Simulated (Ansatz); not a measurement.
`[BH2][Ga]([OH])[F]` + BH₃ → `[BH2][Ga]([BH2])[F]` + H₂O  (formal exchange of groups at a Ga–O bond)

Gas-phase electronic energies from Ansatz, PBE0-D4/def2-TZVP geometries. CCSD(T)/CBS is the MP2 limit (def2-TZVPP, def2-QZVPP) plus CCSD(T) − MP2 in def2-TZVPP, frozen cores. This one scheme is used for every species. Functionals use def2-TZVPP. B3LYP here is the variant with VWN-RPA as its local correlation; programs differ in this. For Ga outer-core shells are correlated without core-valence functions, which leaves a few kJ/mol of doubt a bond. Scalar relativity is left out up to krypton. One conformer a species, not always the lowest.

Q: Is it downhill or uphill in electronic energy at CCSD(T)/CBS, and by how much? (Best estimate.)

A: The calculation gave: Uphill: ΔE = +81.5 kJ/mol.

Q: What do these levels give: LDA (SPW92), PBE-D4, revPBE-D4, BLYP-D4, B3LYP-D4, BHLYP-D4, r2SCAN, r2SCAN0, BHLYP, MP2/def2-TZVPP, SCS-MP2/def2-TZVPP, CCSD/def2-TZVPP? (Best estimate.)

A: Ansatz gave: LDA (SPW92) 70.5, PBE-D4 71.1, revPBE-D4 71.8, BLYP-D4 83.4, B3LYP-D4 84.6, BHLYP-D4 89.3, r2SCAN 83.9, r2SCAN0 83.6, BHLYP 91.1, MP2/def2-TZVPP 95.6, SCS-MP2/def2-TZVPP 97.8, CCSD/def2-TZVPP 87.2 kJ/mol.

Largest T1 diagnostic among the species: 0.014.

Leaving LDA and LC-ωPBE aside and taking each functional with its dispersion term where it has one, the values, not all of them listed here, spread over 20.9 kJ/mol, from PBE-D4 to B2PLYP. In def2-TZVPP, CCSD(T) changes the Hartree–Fock value by −13.6 kJ/mol (the triples alone add −0.1 kJ/mol) and MP2 by −5.2 kJ/mol. At CCSD(T), def2-SVP lies +17.2 kJ/mol from the extrapolated value and def2-TZVPP +5.7 kJ/mol.
